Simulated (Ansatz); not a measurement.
Consider the homolysis of the C–Si bond: `[OH][GeH2][CH2][SiH](O)F` → `[CH2][GeH2][OH]`• + `O[SiH]F`•.

Calculated with Ansatz (gas phase, PBE0-D4/def2-TZVP geometries, no zero-point term in ΔE). CBS: MP2 limit from def2 TZ/QZ plus the TZ coupled-cluster correction, frozen cores. DFT in def2-TZVPP. Open shells (•) are unrestricted, without spin–orbit coupling. For Ge outer-core shells are correlated without core-valence functions, which leaves a few kJ/mol of doubt a bond. Scalar relativity is left out up to krypton. One conformer a species, not always the lowest.

**Question.** What is ΔE at CCSD(T)/CBS? (Estimate.)

**Answer.** The calculation gave: +446.4 kJ/mol.

**Question.** What do these levels give: PBE-D4, r2SCAN-D4, PBE0-D4, ωB97M-V, B2PLYP, r2SCAN, PBE0, SCS-MP2/def2-TZVPP, CCSD(T)/def2-TZVPP, HF/def2-QZVPP, SCS-MP2/def2-QZVPP, MP2/CBS(def2)? (An estimate is asked.)

**Answer.** The calculation gave: PBE-D4 422.1, r2SCAN-D4 410.0, PBE0-D4 426.8, ωB97M-V 448.6, B2PLYP 419.2, r2SCAN 406.3, PBE0 415.1, SCS-MP2/def2-TZVPP 442.4, CCSD(T)/def2-TZVPP 436.7, HF/def2-QZVPP 313.4, SCS-MP2/def2-QZVPP 448.0, MP2/CBS(def2) 460.9 kJ/mol.

Largest T1 diagnostic among the species: 0.014.

In def2-TZVPP, CCSD(T) changes the Hartree–Fock value by +121.0 kJ/mol (the triples alone add +10.6 kJ/mol) and MP2 by +135.5 kJ/mol; breaking electron pairs costs correlation energy, which Hartree–Fock lacks. From PBE to PBE0 (25 % exact exchange), in def2-TZVPP and without D4, ΔE moves by +6.3 kJ/mol. The D4 term adds +21.4 kJ/mol with B3LYP and +11.8 kJ/mol with PBE0; it sums over pairs of atoms, weighted by their polarisabilities, and B3LYP, whose exchange is more repulsive, gets the larger term.

B3LYP here is the variant with VWN-RPA as its local correlation; programs differ in this.
